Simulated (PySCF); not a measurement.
A GIAO shielding run with PySCF 2.14 (density fitting, non-relativistic, gas phase) on `CNc1cc[n-]c1`, [C₅H₇N₂]-:

```
$ OMP_NUM_THREADS=1 python probes_run.py task.json out

{"job": {"kind": "nmr", "xc": "PBE0", "basis": "pcSseg-1"}, "charge": -1, "multiplicity": 1}
C     -2.073942     0.163194    -0.280797
N     -1.122824     0.174434     0.812666
C      0.241045    -0.003393     0.385314
C      0.995835     0.865692    -0.418890
C      2.243221     0.271132    -0.516921
N      2.315023    -0.889117     0.162736
C      1.086029    -1.052711     0.701439
H     -1.812630     0.966437    -0.969653
H     -2.093689    -0.779800    -0.857289
H     -3.083377     0.348675     0.105482
H     -1.339813    -0.585798     1.456630
H      0.673492     1.797071    -0.865884
H      3.108367     0.639367    -1.059275
H      0.862586    -1.915655     1.322276
```

Hardware: 1 thread of an Arm Neoverse V1, shared host. The job also computes population analyses, field gradients, ring-centre shieldings.

Question: How large is the calculation?

Answer: 52 electrons, 154 basis functions and 785 auxiliary functions.

Question: How long does it take, and how much memory does it need?

Answer: 15 s of wall time, with 14 SCF cycles and 5 response iterations; peak memory 0.77 GiB. Times on a shared host scatter by some tens of per cent.
